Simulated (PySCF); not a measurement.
SMILES C[CH2][Ga]([NH2])[OH] (B3LYP/def2-SVP optimised geometry):

```
13

Ga     0.425    -0.047     0.000
C     -0.736    -1.646     0.011
C     -2.232    -1.351    -0.157
H     -0.547    -2.176     0.961
H     -0.378    -2.326    -0.781
H     -2.445    -0.851    -1.115
H     -2.608    -0.686     0.636
H     -2.833    -2.276    -0.127
O     -0.383     1.565     0.000
H      0.210     2.326     0.004
N      2.252    -0.047     0.000
H      2.833     0.784     0.003
H      2.815    -0.891    -0.005
```

Computed with B3LYP/def2-TZVP (PySCF).

Q: What are the frontier orbital energies and the dipole moment?

A: HOMO-2 -8.22 eV, HOMO-1 -7.72 eV, HOMO -6.89 eV, LUMO -0.26 eV, LUMO+1 0.16 eV; dipole moment 2.00 D.

Meta-Löwdin charges at B3LYP/def2-TZVP: Ga1 0.79, C2 -0.40, C3 -0.31, H4 0.11, H5 0.11, H6 0.11, H7 0.11, H8 0.10, O9 -0.73, H10 0.33, N11 -0.68, H12 0.22, H13 0.23.
